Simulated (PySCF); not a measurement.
chloro(difluoro)methane (CHClF₂), SMILES FC(F)Cl.

Geometry optimised at PBE0-D3(BJ)/def2-SVP.

Two levels are set side by side: TDDFT-PBE/def2-SVPD (PySCF) and TDDFT-PBE0/def2-SVPD (PySCF). Vertical, same geometry. The lowest singlet is HOMO→LUMO 98 % with PBE and HOMO→LUMO 96 % with the other functional; states are paired by order. Differences are taken from unrounded values.

| quantity | TDDFT-PBE0 | TDDFT-PBE | TDDFT-PBE minus TDDFT-PBE0 |
|---|---|---|---|
| lowest singlet excitation (eV) | 8.00 | 7.64 | -0.36 |
| lowest triplet excitation (TDA) (eV) | 7.14 | 6.87 | -0.26 |
| first bright state (f over 0.05) (eV) | 9.64 | 8.72 | -0.92 |
| its oscillator strength | 0.09 | 0.07 | -0.02 |

Functionals without exact exchange tend to place singlet excitations lower, as here. Differences between two approximate levels are no errors against the true value.

Rough cost on one machine, each run with all the roots and properties that it gave: TDDFT-PBE0 against TDDFT-PBE about 3 times.
